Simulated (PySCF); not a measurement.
System: C3H3, charge 1, multiplicity 1. 
Geometry from a B3LYP-D3(BJ)/def2-TZVP (Ansatz) optimisation:
```xyz
6

C      1.2489     0.1199     0.4370
C      0.0985     0.0095     0.0345
C     -1.1622    -0.1116    -0.4067
H      2.2584     0.2168     0.7903
H     -1.6564     0.7169    -0.9120
H     -1.7133    -1.0404    -0.2672
```
Charge +1, spin multiplicity 1.

Dispersion corrections to the total energy (kcal/mol) from the dftd3 and dftd4 libraries through PySCF: D3(BJ) without and D4 with the three-body term, each with the damping fitted for the functional named.

```tsv
functional	D3(BJ)	D4
PBE0	[?]	-1.04
r2SCAN	-0.47	[?]
B2GP-PLYP	[?]	-0.51
HSE06	-1.10	-0.95
BLYP	-3.86	-2.89
PW6B95	-0.83	-1.15
TPSS	-2.25	-1.71
```

Question: Complete the blanks.

Answer: 
- PBE0, D3(BJ): -1.52
- r2SCAN, D4: -0.29
- B2GP-PLYP, D3(BJ): -1.06
